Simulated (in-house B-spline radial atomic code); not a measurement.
Results of a calculation; reference values are marked as such.
# Cd at several levels of theory

Ground configuration [Kr] 4d10 5s2. All numbers come from a B-spline radial code for spherical atoms, all electrons, at the radial basis limit. Mean-field, RPA, GW and linear-response runs are scalar-relativistic (one-electron X2C), no spin-orbit coupling, without Breit or QED terms, open shells spin-polarised at highest spin; the many-body runs on Dirac-Hartree-Fock orbitals are four-component, and their energies hold both.

**Ionisation energy.** The reference is 8.994 eV (NIST, measured).

| method | value (eV) | minus reference (eV) |
| --- | --- | --- |
| minus the highest LDA VWN5 level | 5.95 | -3.04 |
| LDA VWN5, difference of total energies | 9.41 | +0.41 |
| minus the highest PBE level | 5.66 | -3.34 |
| PBE, difference of total energies | 9.04 | +0.05 |
| G0W0 on PBE | 9.03 | +0.04 |
| exact exchange + RPA on PBE | 9.35 | +0.36 |
| exact exchange + RPA + SOSEX on PBE | 8.84 | -0.15 |
| minus the highest r2SCAN level | 5.84 | -3.15 |
| r2SCAN, difference of total energies | 8.85 | -0.14 |
| minus the highest PBE0 level | 6.35 | -2.65 |
| PBE0, difference of total energies | 8.76 | -0.23 |
| G0W0 on PBE0 | 9.07 | +0.07 |
| minus the highest B3LYP (VWN-RPA) level | 6.35 | -2.64 |
| B3LYP (VWN-RPA), difference of total energies | 9.08 | +0.09 |
| minus the highest CAM-B3LYP level | 7.60 | -1.40 |
| minus the highest LC-wPBE level | 8.49 | -0.51 |
| minus the highest Hartree-Fock level | 7.65 | -1.34 |
| Hartree-Fock, difference of total energies | 7.33 | -1.66 |
| G0W0 on Hartree-Fock | 8.95 | -0.04 |
| MP2, difference of total energies | 9.11 | +0.12 |
| CI + MBPT for the two outer electrons | 8.88 | -0.11 |
| Dirac-Fock + self-energy with TDHF screening (5s1/2) | 8.44 | -0.55 |

Q: Which methods come closest, and which lies farthest off?

A: Closest: G0W0 on PBE (+0.04 eV) and G0W0 on Hartree-Fock (-0.04 eV). Farthest: minus the highest PBE level (-3.34 eV). The PBE level misses by -3.3 eV while the PBE energy difference misses by +0.05 eV: the semilocal potential lacks the −1/r tail and the energy is convex in the electron number, but total energies at whole numbers are far better.

**Static dipole polarisability and C6** of two like species, by linear response:

```tsv
method	α (bohr³)	C6 (hartree·bohr⁶)
LDA VWN5	44.76	396.7
PBE	47.69	429.9
PBE0	50.61	461.2
B3LYP (VWN-RPA)	48.01	430.8
CAM-B3LYP	49.15	443.2
LC-wPBE	54.25	504.8
TDHF	63.79	615.7
relativistic RPA (four-component TDHF)	63.69	614
```

Q: What mean excitation energy do α and C6 imply in London's formula C6 = (3/4) α² ω?

A: LDA VWN5: ω = 0.264 hartree; relativistic RPA (four-component TDHF): ω = 0.202 hartree. A method that puts the excitations lower gives a larger α and a smaller ω.

Q: How do these compare with the recommended polarisability?

A: The recommended value is 46 bohr³ (Schwerdtfeger and Nagle, table of static dipole polarizabilities (2023 update)). The methods run from -3 % to +39 %; LDA VWN5 is nearest (-3 %).

**Lowest terms** (eV, full linear response; a dash marks a state above the method's threshold or not assigned, «imaginary» a triplet instability of the closed-shell solution):

| method | 5s → 5p 3P | 5s → 5p 1P | 5s → 6s 3S |
| --- | --- | --- | --- |
| LDA VWN5 | 4.096 | 5.334 | - |
| PBE | 3.778 | 5.130 | - |
| PBE0 | 3.494 | 5.043 | 5.629 |
| B3LYP (VWN-RPA) | 3.819 | 5.143 | 5.751 |
| CAM-B3LYP | 3.638 | 5.107 | 5.951 |
| LC-wPBE | 2.950 | 4.888 | 5.947 |
| TDHF | 1.984 | 4.520 | 5.073 |
| BSE on G0W0@HF | 4.120 | 5.885 | 6.439 |
| CI + MBPT, average over J | 3.778 | 5.330 | 6.296 |
| measured, average over J (NIST) | 3.874 | 5.417 | 6.383 |

Q: Which methods give these terms best?

A: Mean absolute differences from the measured values, for methods that give all terms: CI + MBPT, average over J 0.09 eV; BSE on G0W0@HF 0.26 eV; B3LYP (VWN-RPA) 0.32 eV; CAM-B3LYP 0.33 eV; PBE0 0.50 eV; LC-wPBE 0.63 eV; TDHF 1.37 eV. Triplets fall as the share of exact exchange grows, since unscreened exchange drives the closed shell towards a triplet instability.

Run times on one thread of shared hosts: mean field, RPA, SOSEX and G0W0 on PBE, for the atom and its ion, 8.7 s (Arm Neoverse V2); TDDFT with PBE, 3.8 s (Arm Neoverse N1); G0W0 and BSE, 36 s (Arm Neoverse N1); CI + MBPT, 110 s (Arm Neoverse V2); removal energies by the self-energy, 58 s (Intel Xeon 6975P-C).
